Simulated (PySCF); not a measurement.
Bond curve of LiGe⁻

Set-up: Li aug-pcseg-1, Ge aug-pcseg-1; no relativity (PySCF 2.14). Energies in eV from Li + Ge⁻ in their ground configurations at the same level. State: triplet, unpaired electrons π ↑↑.

Curves on a restricted Hartree–Fock reference rise too fast on stretching and do not dissociate correctly.

| R (Å) | ROHF-SCS-MP2 |
| --- | --- |
| 2.257 | -0.5234 |
| 2.362 | -0.6585 |
| 2.467 | -0.7364 |
| 2.545 | -0.7656 |
| 2.624 | -0.7752 |
| 2.703 | -0.7690 |
| 2.808 | -0.7419 |
| 2.939 | -0.6868 |
| 3.096 | -0.6017 |
| 3.306 | -0.4734 |

Q: Put a parabola through the three lowest points of the ROHF-SCS-MP2 curve and estimate Re, k and ωe (reduced mass 6.408 u; 1 eV/Å² = 0.16022 mdyn/Å; ωe = 1302.8·√(k/μ) cm⁻¹).

A: Through R = 2.545, 2.624, 2.703 Å the second-order coefficient is 1.27 eV/Å², so Re ≈ 2.633 Å, k ≈ 0.406 mdyn/Å and ωe ≈ 328 cm⁻¹. A polynomial fit of higher order to the unrounded ROHF-SCS-MP2 energies gives Re = 2.629 Å, k = 0.399 mdyn/Å, ωe = 325 cm⁻¹; anharmonicity and rounding make the difference.

The higher-order fit for each curve: ROHF-SCS-MP2: Re = 2.629 Å, ωe = 325 cm⁻¹, De = 0.78 eV.

Correlated steps freeze 9 core orbitals. Correlated levels converge slowly with the basis: in double zeta they bind strong bonds too weakly, by up to about 1 eV, and carry superposition errors of some tenths. Spin–orbit coupling is left out. For an ion De counts to the pair picked by the measured ionisation energies or electron affinities, which need not be the lowest pair at this level. The state was picked by a PBE0 search and need not be the measured ground state.
